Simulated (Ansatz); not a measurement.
`C[C](=O)[InH2]`, relaxed with RKS PBE0-D4/def2-TZVP in the Gaussian-basis code of Ansatz from a GFN2-xTB geometry. The force threshold is 0.005 eV/Å; the program also tests the step.

Charge 0, multiplicity 1. In: def2 effective core potential.

Start:

```xyz
9

C     0.718    0.796    0.915
C     0.517   -0.582    0.370
O     1.109   -1.564    0.717
In   -1.098   -0.691   -1.262
H     1.349    0.804    1.803
H     1.178    1.397    0.126
H    -0.260    1.237    1.128
H    -1.486   -2.181   -2.147
H    -2.028    0.784   -1.651
```

| step | energy (eV) | largest force (eV/Å) | largest move (Å) |
| --- | --- | --- | --- |
| 1 | -9371.9232 | 0.521 | 0.000 |
| 2 | -9371.9649 | 0.497 | 0.099 |
| 3 | -9371.9813 | 0.244 | 0.064 |
| 4 | -9371.9868 | 0.051 | 0.039 |
| 5 | -9371.9888 | 0.061 | 0.039 |
| 6 (rejected) | -9371.9752 | 0.545 | 0.090 |
| 7 | -9371.9904 | 0.047 | 0.045 |
| 8 | -9371.9930 | 0.066 | 0.097 |
| 9 | -9371.9932 | 0.564 | 0.147 |
| 10 | -9371.9961 | 0.344 | 0.065 |
| 11 | -9372.0039 | 0.072 | 0.112 |
| 13 | -9372.0161 | 0.239 | 0.141 |
| 15 | -9372.0395 | 0.213 | 0.195 |
| 17 (rejected) | -9372.0481 | 0.420 | 0.170 |
| 19 | -9372.0582 | 0.083 | 0.096 |
| 21 (rejected) | -9372.0522 | 0.326 | 0.074 |
| 23 | -9372.0606 | 0.051 | 0.073 |
| 25 | -9372.0610 | 0.027 | 0.017 |
| 27 | -9372.0611 | 0.011 | 0.004 |
| 29 | -9372.0612 | 0.009 | 0.005 |
| 31 | -9372.0612 | 0.002 | 0.003 |

End:

```xyz
9

C     0.955    0.800    0.825
C     0.123   -0.393    0.465
O     0.097   -1.389    1.149
In   -1.192   -0.631   -1.297
H     1.507    0.631    1.753
H     1.649    1.016    0.006
H     0.304    1.675    0.926
H    -0.568   -1.421   -2.698
H    -2.874   -0.288   -1.131
```

Hardware: 4 threads of a server CPU on a shared host. Wall time 81 s, peak host memory 0.42 GiB.
